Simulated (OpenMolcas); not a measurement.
**V2+ in CaO**

V2+ with its 6 nearest oxide ions at 2.252 Å, on the Ca site of CaO (a = 4.8105 Å, distance in the model lattice 2.405 Å). The rest of the host is ab initio model potentials to 7.6 Å, with orthogonalisation functions on the cations behind the ligands, and point charges beyond; the distance is set by hand and nothing relaxes. Ligand basis ANO-RCC-VDZP.
```
V     0.0000    0.0000    0.0000
O     2.2520    0.0000    0.0000
O     0.0000    2.2520    0.0000
O    -2.2520    0.0000    0.0000
O     0.0000   -2.2520    0.0000
O     0.0000    0.0000    2.2520
O     0.0000    0.0000   -2.2520
```

- Program: OpenMolcas
- Method: SS-CASPT2, IPEA 0.25 Eh, imaginary shift 0.1 Eh (closed shells correlated: 3s 3p and the ligand valence shells)
- Basis: ANO-RCC-VTZP [6s5p3d2f1g]
- Scalar Hamiltonian: DKH2, point nucleus
- Active space: 3 electrons in 5 orbitals (3d)
- State averaging: 2S+1 = 4 even, 10 roots; 2S+1 = 2 even, 40 roots
- Spin-orbit coupling: state interaction with AMFI integrals over the reference wave functions

The lowest spin-free states (labels of O, the rotations of Oh), above the lowest:

```tsv
State	Degeneracy	E (cm-1)	Free-ion L (%)
4A2	1	0	F (100)
2E	2	11690	G (59)
2T1	3	12420	G (41)
4T2	3	12810	F (100)
2T2	3	17110	D (46)
4T1	3	18570	F (81)
2A1	1	21380	G (100)
2T2	3	25280	G (55)
2T1	3	25410	H (53)
2E	2	25850	H (51)
4T1	3	28430	P (81)
2T1	3	30070	P (42)
2A2	1	35970	F (100)
2T2	3	36220	D (50)
2T1	3	39140	H (65)
2T2	3	39190	F (59)
2E	2	43930	D (48)
2T1	3	45950	F (79)
2E	2	57850	D (86)
2T2	3	61710	D (89)
```

The lowest levels with spin-orbit coupling:

| E (cm-1) | Degeneracy | Label | 2S+1 | g |
| --- | --- | --- | --- | --- |
| 0 | 4 | Γ8 | 4 |  |
| 11660 | 4 | Γ8 | 2 |  |
| 12370 | 4 | Γ8 | 2 |  |
| 12430 | 2 | Γ6 | 2 | 0.36 0.36 0.36 |
| 12750 | 2 | Γ7 | 4 | 2.95 2.95 2.95 |
| 12790 | 4 | Γ8 | 4 |  |
| 12890 | 2 | Γ6 | 4 | 2.17 2.17 2.17 |
| 12900 | 4 | Γ8 | 4 |  |
| 17080 | 4 | Γ8 | 2 |  |
| 17150 | 2 | Γ7 | 2 | 1.59 1.59 1.59 |
| 18500 | 4 | Γ8 | 4 |  |
| 18510 | 2 | Γ7 | 4 | 1.36 1.36 1.36 |
| 18640 | 4 | Γ8 | 4 |  |
| 18700 | 2 | Γ6 | 4 | 3.95 3.95 3.95 |
| 21410 | 2 | Γ6 | 2 | 2.12 2.12 2.12 |
| 25260 | 2 | Γ7 | 2 | 0.19 0.19 0.19 |
| 25290 | 4 | Γ8 | 2 |  |
| 25310 | 2 | Γ6 | 2 | 0.34 0.34 0.34 |
| 25460 | 4 | Γ8 | 2 |  |
| 25860 | 4 | Γ8 | 2 |  |

Powder χT (cm3 K/mol): 1.82 at 2 K, 1.82 at 10 K, 1.83 at 50 K, 1.83 at 100 K, 1.85 at 200 K, 1.86 at 300 K. The effective moment at 300 K is 2.828 √(χT) = 3.86 μB.

The lowest level has 2S+1 = 4, for which the spin-only value is χT = S(S+1) / 2 = 1.875 cm3 K/mol (g = 2). The computed 1.859 at 300 K differs by -0.016, through a little spin-orbit mixing out of the ground term, against the free-electron g of 2.0023, which raises it.

Roots that are degenerate in the reference are averaged as groups; the widest CASPT2 spread within a group is 72 cm-1 (the 3-fold group of multiplicity 2 near 25400 cm-1 above the lowest state of its run). Shifts and gaps below about the spread of the groups concerned are not significant. Over all roots computed the reference weight is 0.70 to 0.71; a low but even weight reflects the number of correlated electrons. Ligand-to-metal charge-transfer states are missing. These CASPT2 states fit no ligand-field parameters well, so their order and spin gaps are uncertain. With no ligand orbital active B as a rule stays too high, so bands that hang on it stand too high and its fall with covalency is understated. With one d shell and no ligand orbital active, 10Dq can be off by tens of per cent for divalent 3d ions, low with halides held by bare charges and at times high in hosts. Free-ion shares, where given, are those of the reference states; single-state CASPT2 does not remix them. No measured value stands beside these numbers; the geometry was set by hand and not optimised.

The CASPT2 steps took 8.2 min on 1 thread of Arm Neoverse N1 (shared host); the integral step is not counted.
